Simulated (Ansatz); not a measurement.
Nudged elastic band run: CH$_{5}$AlFNSe

The input (input.yaml):

```yaml
crystal:
  periodic: [false, false, false]
  atoms:
    - { symbol: "N", position_ang: [-1.819235, 0.904665, 1.120392] }
    - { symbol: C, position_ang: [-0.766998, 0.388072, 0.491626] }
    - { symbol: F, position_ang: [0.245708, -0.971703, -1.78698] }
    - { symbol: Se, position_ang: [0.944818, 0.420694, 1.094394] }
    - { symbol: Al, position_ang: [1.797994, -0.863071, -1.033469] }
    - { symbol: H, position_ang: [-1.719808, 1.375645, 2.024335] }
    - { symbol: H, position_ang: [-2.754515, 0.842688, 0.712488] }
    - { symbol: H, position_ang: [-0.946543, -0.104893, -0.486759] }
    - { symbol: H, position_ang: [2.781353, 0.20745, -1.711763] }
    - { symbol: H, position_ang: [2.320426, -2.250745, -0.421364] }
basis:
  gaussian: { orbitals: def2-SVP }
hamiltonian:
  xc: pbe
  dispersion: d4
neb:
  order_check: false
  images: 7
  f_tol: 0.03
  max_iterations: 60
  final_atoms:
    - { symbol: "N", position_ang: [-1.67540258, 0.20996693, 0.13152741] }
    - { symbol: C, position_ang: [-0.59153769, 0.5099988, -0.55864142] }
    - { symbol: F, position_ang: [-0.6698959, 1.71977405, -1.09197787] }
    - { symbol: Se, position_ang: [2.21427247, 0.70432993, 1.06271766] }
    - { symbol: Al, position_ang: [1.11130572, -0.67747629, -0.58335668] }
    - { symbol: H, position_ang: [-2.44194732, 0.87822497, 0.2861709] }
    - { symbol: H, position_ang: [-1.71579963, -0.71255187, 0.57625864] }
    - { symbol: H, position_ang: [1.59373027, -0.04090353, 2.18840645] }
    - { symbol: H, position_ang: [1.77182119, -0.60305564, -2.04136309] }
    - { symbol: H, position_ang: [0.48665348, -2.03950535, 0.033158] }
  initial_path:
    images:
      - { positions_ang: [[-1.819235, 0.904665, 1.120392], [-0.766998, 0.388072, 0.491626], [0.245708, -0.971703, -1.78698], [0.944818, 0.420694, 1.094394], [1.797994, -0.863071, -1.033469], [-1.719808, 1.375645, 2.024335], [-2.754515, 0.842688, 0.712488], [-0.946543, -0.104893, -0.486759], [2.781353, 0.20745, -1.711763], [2.320426, -2.250745, -0.421364]] }
      - { positions_ang: [[-1.81532479, 0.81722878, 1.0457858], [-0.76722183, 0.31778545, 0.36165212], [0.0009649, -0.51665351, -1.64357996], [0.95786758, 0.38471368, 1.05555056], [1.89086092, -0.87339117, -0.97066584], [-1.71882014, 1.44266485, 1.75544113], [-2.74513773, 0.75336114, 0.60485852], [-0.82773776, -0.20603263, 0.04680661], [2.7899422, 0.13881315, -1.76713311], [2.31780665, -2.30968774, -0.48581583]] }
      - { positions_ang: [[-1.81141458, 0.72979257, 0.97117961], [-0.76744565, 0.24749889, 0.23167824], [-0.24377819, -0.06160402, -1.50017992], [0.97091716, 0.34873335, 1.01670712], [1.98372783, -0.88371135, -0.90786269], [-1.71783228, 1.5096847, 1.48654725], [-2.73576047, 0.66403428, 0.49722905], [-0.70893252, -0.30717227, 0.58037221], [2.79853141, 0.07017631, -1.82250321], [2.31518729, -2.36863048, -0.55026766]] }
      - { positions_ang: [[-1.80750438, 0.64235635, 0.89657341], [-0.76766948, 0.17721234, 0.10170437], [-0.48852129, 0.39344548, -1.35677988], [0.98396674, 0.31275303, 0.97786368], [2.07659475, -0.89403152, -0.84505953], [-1.71684441, 1.57670456, 1.21765338], [-2.7263832, 0.57470742, 0.38959957], [-0.59012728, -0.4083119, 1.11393782], [2.80712061, 0.00153946, -1.87787332], [2.31256794, -2.42757322, -0.61471949]] }
      - { positions_ang: [[-1.80359417, 0.55492013, 0.82196721], [-0.76789331, 0.10692579, -0.02826951], [-0.73326439, 0.84849497, -1.21337984], [0.99701632, 0.2767727, 0.93902024], [2.16946166, -0.90435169, -0.78225637], [-1.71585655, 1.64372441, 0.94875951], [-2.71700594, 0.48538056, 0.28197009], [-0.47132204, -0.50945153, 1.64750343], [2.81570982, -0.06709738, -1.93324343], [2.30994858, -2.48651595, -0.67917132]] }
      - { positions_ang: [[-1.77154627, 0.46868183, 0.64935726], [-0.7238044, 0.20769404, -0.16086249], [-0.71742226, 1.06631474, -1.18302935], [1.30133035, 0.38366201, 0.9699446], [1.90492268, -0.84763284, -0.73253145], [-1.89737924, 1.45234955, 0.78311236], [-2.46670436, 0.18589745, 0.35554223], [0.04494104, -0.39231453, 1.78272918], [2.55473766, -0.20108695, -1.96027335], [1.85412481, -2.3747633, -0.50108899]] }
      - { positions_ang: [[-1.73949837, 0.38244353, 0.47674731], [-0.6797155, 0.30846229, -0.29345546], [-0.70158014, 1.28413451, -1.15267885], [1.60564439, 0.49055132, 1.00086895], [1.64038369, -0.79091399, -0.68280653], [-2.07890193, 1.26097469, 0.6174652], [-2.21640278, -0.11358565, 0.42911437], [0.56120412, -0.27517753, 1.91795494], [2.2937655, -0.33507651, -1.98730326], [1.39830103, -2.26301065, -0.32300666]] }
      - { positions_ang: [[-1.70745047, 0.29620523, 0.30413736], [-0.6356266, 0.40923054, -0.42604844], [-0.68573802, 1.50195428, -1.12232836], [1.90995843, 0.59744062, 1.0317933], [1.37584471, -0.73419514, -0.63308161], [-2.26042463, 1.06959983, 0.45181805], [-1.96610121, -0.41306876, 0.5026865], [1.07746719, -0.15804053, 2.0531807], [2.03279334, -0.46906608, -2.01433318], [0.94247725, -2.151258, -0.14492433]] }
      - { positions_ang: [[-1.67540258, 0.20996693, 0.13152741], [-0.59153769, 0.5099988, -0.55864142], [-0.6698959, 1.71977405, -1.09197787], [2.21427247, 0.70432993, 1.06271766], [1.11130572, -0.67747629, -0.58335668], [-2.44194732, 0.87822497, 0.2861709], [-1.71579963, -0.71255187, 0.57625864], [1.59373027, -0.04090353, 2.18840645], [1.77182119, -0.60305564, -2.04136309], [0.48665348, -2.03950535, 0.033158]] }
```

Launched with:

```bash
$ ansatz run input.yaml --threads 2 --pin off --max-ram 3072MiB --backend cpu --events-out ev --progress --plain --runs-dir out
```

Output, in part (warnings, iteration lines):

```
NEB end point (image 0): max|allowed force component| = 1.223e-2 eV/Å (the criterion of neb.relax_end_points is 1.000e-2)
NEB end point (image 8): max|allowed force component| = 4.543e-3 eV/Å (the criterion of neb.relax_end_points is 1.000e-2)
NEB iter   1: max|band force component| = 7.432e1 eV/Å  barrier→ = 14.1342 eV  barrier← = 12.2660 eV  Δτ_max = 0.2000 Å  (374 SCF iters)
NEB iter   2: max|band force component| = 1.835e1 eV/Å  barrier→ = 6.3128 eV  barrier← = 4.4446 eV  Δτ_max = 0.1990 Å  (251 SCF iters)
NEB iter   3: max|band force component| = 1.179e1 eV/Å  barrier→ = 5.4929 eV  barrier← = 3.6247 eV  Δτ_max = 0.2000 Å  (248 SCF iters)
NEB iter   4: max|band force component| = 5.347e0 eV/Å  barrier→ = 5.2169 eV  barrier← = 3.3486 eV  Δτ_max = 0.2000 Å  (244 SCF iters)
NEB iter   5: max|band force component| = 3.237e0 eV/Å  barrier→ = 4.9911 eV  barrier← = 3.1229 eV  Δτ_max = 0.2000 Å  (247 SCF iters)
NEB iter   6: max|band force component| = 2.101e0 eV/Å  barrier→ = 4.3934 eV  barrier← = 2.5251 eV  Δτ_max = 0.2000 Å  (244 SCF iters)
NEB iter   7: max|band force component| = 2.601e0 eV/Å  barrier→ = 3.8498 eV  barrier← = 1.9815 eV  Δτ_max = 0.1002 Å  (245 SCF iters)
NEB iter   8: max|band force component| = 1.484e0 eV/Å  barrier→ = 3.5053 eV  barrier← = 1.6370 eV  Δτ_max = 0.1010 Å  (230 SCF iters)
NEB iter   9: max|band force component| = 8.516e-1 eV/Å  barrier→ = 3.2305 eV  barrier← = 1.3623 eV  Δτ_max = 0.1018 Å  (219 SCF iters)
NEB iter  10: max|band force component| = 7.892e-1 eV/Å  barrier→ = 3.1372 eV  barrier← = 1.2690 eV  Δτ_max = 0.1017 Å  (216 SCF iters)
NEB iter  11: max|band force component| = 8.242e-1 eV/Å  barrier→ = 3.1058 eV  barrier← = 1.2376 eV  Δτ_max = 0.1014 Å  (215 SCF iters)
NEB iter  12: max|band force component| = 6.553e-1 eV/Å  barrier→ = 3.2189 eV  barrier← = 1.3506 eV  Δτ_max = 0.1024 Å  (233 SCF iters)
NEB iter  13: max|band force component| = 6.431e-1 eV/Å  barrier→ = 3.3880 eV  barrier← = 1.5198 eV  Δτ_max = 0.1004 Å  (225 SCF iters)
NEB iter  14: max|band force component| = 6.685e-1 eV/Å  barrier→ = 3.4612 eV  barrier← = 1.5930 eV  Δτ_max = 0.1006 Å  (224 SCF iters)
NEB iter  15: max|band force component| = 6.770e-1 eV/Å  barrier→ = 3.5594 eV  barrier← = 1.6912 eV  Δτ_max = 0.1005 Å  (219 SCF iters)
NEB iter  16: max|band force component| = 6.313e-1 eV/Å  barrier→ = 3.5711 eV  barrier← = 1.7029 eV  Δτ_max = 0.1005 Å  (223 SCF iters)
NEB iter  17: max|band force component| = 5.958e-1 eV/Å  barrier→ = 3.5013 eV  barrier← = 1.6331 eV  Δτ_max = 0.1014 Å  (227 SCF iters)
NEB iter  18: max|band force component| = 1.918e0 eV/Å  barrier→ = 3.4411 eV  barrier← = 1.5729 eV  Δτ_max = 0.0505 Å  (223 SCF iters)
NEB iter  19: max|band force component| = 5.780e-1 eV/Å  barrier→ = 3.4181 eV  barrier← = 1.5499 eV  CI = image 3  Δτ_max = 0.1015 Å  (219 SCF iters)
NEB iter  20: max|band force component| = 8.703e-1 eV/Å  barrier→ = 3.4446 eV  barrier← = 1.5764 eV  CI = image 3  Δτ_max = 0.0504 Å  (217 SCF iters)
NEB iter  21: max|band force component| = 8.794e-1 eV/Å  barrier→ = 3.4414 eV  barrier← = 1.5731 eV  CI = image 3  Δτ_max = 0.1011 Å  (221 SCF iters)
NEB iter  22: max|band force component| = 7.782e-1 eV/Å  barrier→ = 3.4309 eV  barrier← = 1.5627 eV  CI = image 3  Δτ_max = 0.1987 Å  (217 SCF iters)
NEB iter  23: max|band force component| = 7.863e-1 eV/Å  barrier→ = 3.3965 eV  barrier← = 1.5283 eV  CI = image 3  Δτ_max = 0.1005 Å  (229 SCF iters)
NEB iter  24: max|band force component| = 5.427e-1 eV/Å  barrier→ = 3.3811 eV  barrier← = 1.5129 eV  CI = image 3  Δτ_max = 0.1002 Å  (216 SCF iters)
NEB iter  25: max|band force component| = 5.677e-1 eV/Å  barrier→ = 3.3589 eV  barrier← = 1.4907 eV  CI = image 3  Δτ_max = 0.2000 Å  (217 SCF iters)
NEB iter  26: max|band force component| = 7.439e-1 eV/Å  barrier→ = 3.3897 eV  barrier← = 1.5214 eV  CI = image 3  Δτ_max = 0.2000 Å  (223 SCF iters)
NEB iter  27: max|band force component| = 8.311e-1 eV/Å  barrier→ = 3.4292 eV  barrier← = 1.5609 eV  CI = image 3  Δτ_max = 0.0993 Å  (220 SCF iters)
NEB iter  28: max|band force component| = 7.990e-1 eV/Å  barrier→ = 3.4022 eV  barrier← = 1.5339 eV  CI = image 3  Δτ_max = 0.0996 Å  (213 SCF iters)
NEB iter  29: max|band force component| = 7.319e-1 eV/Å  barrier→ = 3.3716 eV  barrier← = 1.5034 eV  CI = image 3  Δτ_max = 0.0997 Å  (212 SCF iters)
NEB iter  30: max|band force component| = 6.528e-1 eV/Å  barrier→ = 3.3410 eV  barrier← = 1.4728 eV  CI = image 3  Δτ_max = 0.1000 Å  (214 SCF iters)
NEB iter  31: max|band force component| = 5.660e-1 eV/Å  barrier→ = 3.3122 eV  barrier← = 1.4439 eV  CI = image 3  Δτ_max = 0.1984 Å  (213 SCF iters)
NEB iter  32: max|band force component| = 5.096e-1 eV/Å  barrier→ = 3.2579 eV  barrier← = 1.3896 eV  CI = image 3  Δτ_max = 0.2000 Å  (230 SCF iters)
NEB iter  33: max|band force component| = 5.238e-1 eV/Å  barrier→ = 3.2170 eV  barrier← = 1.3488 eV  CI = image 3  Δτ_max = 0.1009 Å  (210 SCF iters)
NEB iter  34: max|band force component| = 3.814e-1 eV/Å  barrier→ = 3.2088 eV  barrier← = 1.3405 eV  CI = image 3  Δτ_max = 0.1004 Å  (210 SCF iters)
NEB iter  35: max|band force component| = 5.001e-1 eV/Å  barrier→ = 3.2222 eV  barrier← = 1.3540 eV  CI = image 3  Δτ_max = 0.1002 Å  (213 SCF iters)
NEB iter  36: max|band force component| = 5.594e-1 eV/Å  barrier→ = 3.2263 eV  barrier← = 1.3580 eV  CI = image 3  Δτ_max = 0.1999 Å  (212 SCF iters)
NEB iter  37: max|band force component| = 7.084e-1 eV/Å  barrier→ = 3.2635 eV  barrier← = 1.3953 eV  CI = image 3  Δτ_max = 0.2000 Å  (222 SCF iters)
NEB iter  38: max|band force component| = 7.420e-1 eV/Å  barrier→ = 3.2910 eV  barrier← = 1.4227 eV  CI = image 3  Δτ_max = 0.2000 Å  (213 SCF iters)
NEB iter  39: max|band force component| = 7.534e-1 eV/Å  barrier→ = 3.3586 eV  barrier← = 1.4904 eV  CI = image 3  Δτ_max = 0.2000 Å  (220 SCF iters)
NEB iter  40: max|band force component| = 7.212e-1 eV/Å  barrier→ = 3.3793 eV  barrier← = 1.5111 eV  CI = image 3  Δτ_max = 0.2000 Å  (213 SCF iters)
NEB iter  41: max|band force component| = 6.358e-1 eV/Å  barrier→ = 3.4082 eV  barrier← = 1.5400 eV  CI = image 3  Δτ_max = 0.2000 Å  (210 SCF iters)
NEB iter  42: max|band force component| = 7.766e-1 eV/Å  barrier→ = 3.4270 eV  barrier← = 1.5588 eV  CI = image 3  Δτ_max = 0.1017 Å  (221 SCF iters)
NEB iter  43: max|band force component| = 5.410e-1 eV/Å  barrier→ = 3.4288 eV  barrier← = 1.5605 eV  CI = image 3  Δτ_max = 0.1015 Å  (213 SCF iters)
NEB iter  44: max|band force component| = 4.724e-1 eV/Å  barrier→ = 3.4285 eV  barrier← = 1.5603 eV  CI = image 3  Δτ_max = 0.1006 Å  (216 SCF iters)
NEB iter  45: max|band force component| = 5.540e-1 eV/Å  barrier→ = 3.4148 eV  barrier← = 1.5466 eV  CI = image 3  Δτ_max = 0.0501 Å  (216 SCF iters)
NEB iter  46: max|band force component| = 6.329e-1 eV/Å  barrier→ = 3.4107 eV  barrier← = 1.5425 eV  CI = image 3  Δτ_max = 0.0250 Å  (221 SCF iters)
NEB iter  47: max|band force component| = 5.168e-1 eV/Å  barrier→ = 3.4077 eV  barrier← = 1.5395 eV  CI = image 3  Δτ_max = 0.0251 Å  (227 SCF iters)
NEB iter  48: max|band force component| = 3.864e-1 eV/Å  barrier→ = 3.4041 eV  barrier← = 1.5359 eV  CI = image 3  Δτ_max = 0.0251 Å  (224 SCF iters)
NEB iter  49: max|band force component| = 3.939e-1 eV/Å  barrier→ = 3.4006 eV  barrier← = 1.5324 eV  CI = image 3  Δτ_max = 0.0502 Å  (228 SCF iters)
NEB iter  50: max|band force component| = 4.293e-1 eV/Å  barrier→ = 3.3932 eV  barrier← = 1.5250 eV  CI = image 3  Δτ_max = 0.1004 Å  (222 SCF iters)
NEB iter  51: max|band force component| = 4.500e-1 eV/Å  barrier→ = 3.3732 eV  barrier← = 1.5050 eV  CI = image 3  Δτ_max = 0.1005 Å  (215 SCF iters)
NEB iter  52: max|band force component| = 7.286e-1 eV/Å  barrier→ = 3.3595 eV  barrier← = 1.4913 eV  CI = image 3  Δτ_max = 0.1003 Å  (218 SCF iters)
NEB iter  53: max|band force component| = 7.230e-1 eV/Å  barrier→ = 3.3276 eV  barrier← = 1.4594 eV  CI = image 3  Δτ_max = 0.2000 Å  (213 SCF iters)
NEB iter  54: max|band force component| = 6.653e-1 eV/Å  barrier→ = 3.2222 eV  barrier← = 1.3540 eV  CI = image 3  Δτ_max = 0.2000 Å  (210 SCF iters)
NEB iter  55: max|band force component| = 6.754e-1 eV/Å  barrier→ = 3.0626 eV  barrier← = 1.1944 eV  CI = image 3  Δτ_max = 0.2000 Å  (218 SCF iters)
NEB iter  56: max|band force component| = 7.139e-1 eV/Å  barrier→ = 2.9459 eV  barrier← = 1.0776 eV  CI = image 3  Δτ_max = 0.1014 Å  (217 SCF iters)
NEB iter  57: max|band force component| = 8.515e-1 eV/Å  barrier→ = 2.8249 eV  barrier← = 0.9567 eV  CI = image 3  Δτ_max = 0.1011 Å  (214 SCF iters)
NEB iter  58: max|band force component| = 9.147e-1 eV/Å  barrier→ = 2.7471 eV  barrier← = 0.8789 eV  CI = image 3  Δτ_max = 0.1012 Å  (217 SCF iters)
NEB iter  59: max|band force component| = 1.063e0 eV/Å  barrier→ = 2.6702 eV  barrier← = 0.8019 eV  CI = image 3  Δτ_max = 0.0501 Å  (224 SCF iters)
NEB iter  60: max|band force component| = 9.481e-1 eV/Å  barrier→ = 2.6228 eV  barrier← = 0.7546 eV  CI = image 3  Δτ_max = 0.0502 Å  (217 SCF iters)
Error: NEB band did not converge after 60 iterations: max|band force component| = 9.48e-1 eV/Å (threshold 3.0e-2); raise `neb.max_iterations` in a new run, which can start from the last band evaluated (`neb.initial_path`, with `crystal.atoms` and `neb.final_atoms` set to its first and last images), …
```

It did not converge within its limit. The band didn't meet its force threshold, so its energies are provisional: the largest band force was still 0.95 eV/Å, and over the last iterations the top moved between 2.62 and 2.75 eV. Neighbouring images lie up to 2.2 Å apart, so the band is torn or far too coarse. Inner images lie below an end point, which means an intermediate or an end that isn't the lowest structure nearby. The orbitals stay closed-shell, which can raise the energy where a bond breaks towards radicals; this wasn't checked here.

Final band (atoms are numbered from 1 in the order of the input):

| image | path coordinate (Å) | energy (eV) | C2–Se4 (Å) | C2–H8 (Å) | F3–Al5 (Å) |
| --- | --- | --- | --- | --- | --- |
| 0 | 0.00 | 0.00 | 1.82 | 1.11 | 1.73 |
| 1 | 2.24 | 0.32 | 1.83 | 1.10 | 1.73 |
| 2 | 4.48 | 2.35 | 2.19 | 1.12 | 3.07 |
| 3 | 6.71 | 2.62 | 3.31 | 2.86 | 3.37 |
| 4 | 8.21 | 1.77 | 3.34 | 3.34 | 3.07 |
| 5 | 9.71 | 1.68 | 3.36 | 3.87 | 3.06 |
| 6 | 11.20 | 2.49 | 3.21 | 3.59 | 2.99 |
| 7 | 12.70 | 2.54 | 3.12 | 3.53 | 2.91 |
| 8 | 14.20 | 1.87 | 3.25 | 3.55 | 3.03 |

The run took 14 min on 2 threads of Arm Neoverse V2 (shared host), peak memory 0.17 GiB.
